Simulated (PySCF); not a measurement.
Species: C4H7ClGe.
Z-matrix (Å and degrees, PBE0-D3(BJ)/def2-SVP geometry), rows numbered from 1:
```
Cl
C   1  1.8129
C   2  1.4960  1  110.42
C   3  1.3420  2  119.83  1   113.45
C   4  1.5026  3  121.06  2     0.05
Ge  5  1.9677  4  102.52  3     6.45
H   2  1.0986  1  105.18  3  -121.59
H   3  1.0951  2  118.80  1   -64.86
H   4  1.0963  3  119.86  2  -179.28
H   5  1.1016  4  111.94  3   126.97
H   5  1.1030  4  111.08  3  -114.04
H   6  1.5410  2  111.13  1   134.67
H   6  1.5337  2  113.52  1     9.33
```

Theory: PBE0-D3(BJ)/def2-SVP geometry optimisation, gas phase in PySCF.

Masses are those of the commonest isotopes; rigid-rotor values at the optimised geometry. The values belong to one conformer with, in the numbering `[Cl:1][C@H:2]1[CH:3]=[CH:4][CH2:5][GeH2:6]1`, Cl1–C2–C3–C4 113°, C3–C4–C5–Ge6 6°, C4–C5–Ge6–C2 -8°, Cl1–C2–Ge6–C5 -111°.

(1) What are A, B and C (cm⁻¹)?

(2) What kind of rotor is it?

(3) What does the inertial defect say?

(4) Give the other two planar moments, Paa and Pbb, and the rms extents of the mass along the axes.

(5) Give the coordinates in the principal-axis frame, origin at the centre of mass.

(6) Predict some low-J microwave lines.

(7) Estimate the classical rotational partition function at 25 K, 298.15 K and 500 K.

## Answers

(1) Ia = 180.37, Ib = 320.47, Ic = 448.45 u·Å²; 505379 MHz·u·Å²/I gives 2802, 1577 and 1127 MHz, that is A = 0.09346, B = 0.05260, C = 0.03759 cm⁻¹.

(2) An asymmetric top; Ray's κ = -0.463.

(3) Not planar: Δ = Ic − Ia − Ib = -52.39 u·Å². For a rigid frame Δ = −2 Σ m c², so Σ m c² = 26.20 u·Å² lies off the ab plane: 9.36 from hydrogen and 16.83 from heavier atoms. The atom farthest from that plane is 1.72 Å away.

(4) Paa = Σ m a² = (Ib + Ic − Ia)/2 = 294.27 and Pbb = Σ m b² = (Ia + Ic − Ib)/2 = 154.18 u·Å². With the mass M = 163.94 u, the rms extents √(P/M) along a, b and c are 1.34, 0.97, 0.40 Å.

(5) The sense of each axis is arbitrary; atoms in the order of the calculation.
| atom | mass (u) | a (Å) | b (Å) | c (Å) |
| --- | --- | --- | --- | --- |
| Cl1 | 34.969 | 2.261 | 0.252 | 0.301 |
| C2 | 12.000 | 0.809 | -0.200 | -0.685 |
| C3 | 12.000 | 0.476 | -1.646 | -0.493 |
| C4 | 12.000 | -0.666 | -1.993 | 0.121 |
| C5 | 12.000 | -1.624 | -0.949 | 0.621 |
| Ge6 | 73.921 | -0.836 | 0.718 | -0.064 |
| H7 | 1.008 | 1.082 | 0.033 | -1.723 |
| H8 | 1.008 | 1.191 | -2.402 | -0.835 |
| H9 | 1.008 | -0.904 | -3.052 | 0.273 |
| H10 | 1.008 | -2.646 | -1.114 | 0.243 |
| H11 | 1.008 | -1.690 | -0.966 | 1.722 |
| H12 | 1.008 | -1.637 | 1.287 | -1.251 |
| H13 | 1.008 | -0.570 | 1.811 | 0.979 |

(6) The dipole components are |μa| = 1.89 D, |μb| = 0.78 D, |μc| = 0.52 D. Intensities carry the squares of the components, which stand as 1.00 : 0.17 : 0.08 (a : b : c). Some lines, for components of 0.1 D or more:

```
type  branch         J(Ka,Kc)    MHz  lower level (cm⁻¹)
   a       Q  1(1,0) ← 1(1,1)    450               0.131
   c       Q  2(1,2) ← 2(0,2)    878               0.267
   c       Q  1(1,1) ← 1(0,1)   1225               0.090
   a       Q  2(1,1) ← 2(1,2)   1350               0.296
   b       Q  1(1,0) ← 1(0,1)   1675               0.090
   b       Q  2(1,1) ← 2(0,2)   2228               0.267
   a       R  1(0,1) ← 0(0,0)   2704               0.000
   c       Q  2(2,1) ← 2(1,1)   3675               0.341
   b       Q  2(2,0) ← 2(1,1)   3778               0.341
   b       R  1(1,1) ← 0(0,0)   3929               0.000
   b       R  2(0,2) ← 1(1,1)   4080               0.131
   a       R  2(1,2) ← 1(1,1)   4958               0.131
   b       Q  2(2,1) ← 2(1,2)   5025               0.296
   a       R  2(0,2) ← 1(0,1)   5305               0.090
   a       R  2(1,1) ← 1(1,0)   5858               0.146
   b       R  2(1,2) ← 1(0,1)   6183               0.090
   c       R  2(1,1) ← 1(0,1)   7533               0.090
   b       R  2(2,1) ← 1(1,0)   9533               0.146
   c       R  2(2,0) ← 1(1,0)   9636               0.146
   c       R  2(2,1) ← 1(1,1)   9983               0.131
   b       R  2(2,0) ← 1(1,1)  10086               0.131
```

(7) Point group C1, symmetry number σ = 1; q = (√π/σ)·√((kT/h)³/(ABC)), k/h = 20836.6 MHz/K: 9440 at 25 K, 389000 at 298.15 K, 845000 at 500 K.

Not checked by PBE0-D3(BJ)/def2-SVP frequencies. These are rigid-rotor constants of the computed structure; measured ground-state constants (B0) also hold zero-point vibration. Quadrupole hyperfine structure (35Cl) is left out.

Time: 63 s; peak memory 0.62 GiB. Hardware: one thread of an Arm Neoverse V1, shared host with 32 logical CPUs at a one-minute load of 20. These figures are those of the optimisation.
